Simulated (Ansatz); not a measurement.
`NB(F)F` + H₂Te → `NB(F)[TeH]` + H–F at 500 K and 1 bar (ligand exchange at a B–F bond).

Gas-phase electronic energies from Ansatz, PBE0-D4/def2-TZVP geometries. CBS: MP2 limit from def2 TZ/QZ plus the TZ coupled-cluster correction, frozen cores. This one scheme is used for every species. Elements past krypton have def2 core potentials. For Te outer-core shells are correlated without core-valence functions, which leaves a few kJ/mol of doubt a bond. One conformer a species, not always the lowest.

| species | CCSD(T)/CBS energy (Eh) | H − E (kJ/mol) | S (J/(mol·K)) |
| --- | --- | --- | --- |
| `NB(F)F` | -280.46129 | 125.6 | 310.3 |
| H₂Te | -268.91024 | 48.9 | 247.6 |
| `NB(F)[TeH]` | -448.93912 | 143.8 | 371.7 |
| H–F | -100.39570 | 39.4 | 188.7 |

H − E and S are ideal-gas, rigid-rotor, harmonic terms from PBE0-D4/def2-TZVP, for one conformer and one mirror image of each species. 1 Eh = 2625.50 kJ/mol, R = 8.31446 J/(mol·K).

Task: By hand: ΔE, ΔH, ΔS and ΔG.

Result: ΔE = (-448.93912) + (-100.39570) − (-280.46129) − (-268.91024) = 0.03671 Eh = 96.4 kJ/mol. Δ(H − E) = 143.8 + 39.4 − 125.6 − 48.9 = 8.7, so ΔH = 105.1 kJ/mol. ΔS = 371.7 + 188.7 − 310.3 − 247.6 = 2.5 J/(mol·K). ΔG = 105.1 − 500 × (2.5)/1000 = 103.8 kJ/mol.

Task: By hand: the equilibrium constant, and the temperature at which ΔG would vanish if ΔH and ΔS stayed fixed.

Result: log₁₀ K = −ΔG/(RT ln 10) = -10.8. ΔG = 0 at ΔH/ΔS = 42040 K, far beyond where these terms or the molecules hold.

The number of gas molecules stays the same, so ΔS is small and ΔH decides. A doubt of 5 kJ/mol in ΔE shifts log₁₀ K by 0.5 here. Other conformers and mirror images would add mixing entropy, several J/(mol·K) or more a flexible species. These are equilibria of isolated gas molecules and say nothing of rates. Largest T1 diagnostic: 0.012 (customary marks: 0.02 for closed shells, 0.045 for open ones).
